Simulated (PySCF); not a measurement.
Cl2Se, charge +1, multiplicity 2. Atoms are numbered in the order given.

```xyz
3

Se     0.0000     0.0000     0.6353
Cl     0.0000    -1.6338    -0.6353
Cl     0.0000     1.6338    -0.6353
```
Charge +1, spin multiplicity 2.

Coordinates come from a PBE0-D3(BJ)/def2-TZVP optimisation. The spin state was assumed, not searched. The isomer is the one that the SMILES or the coordinates give; other isomers of the formula were not compared.

Computed with M06-2X/def2-TZVPD (PySCF).

Mulliken values depend strongly on the basis, most of all with diffuse functions as here. ESP charges are fitted to the potential on shells at 1.4 to 2.0 van der Waals radii. Atomic charges (e):

```
atom  ESP fit  Mulliken  Mulliken spin
----  -------  --------  -------------
Se1      0.62      0.75           0.76
Cl2      0.19      0.13           0.12
Cl3      0.19      0.13           0.12
```
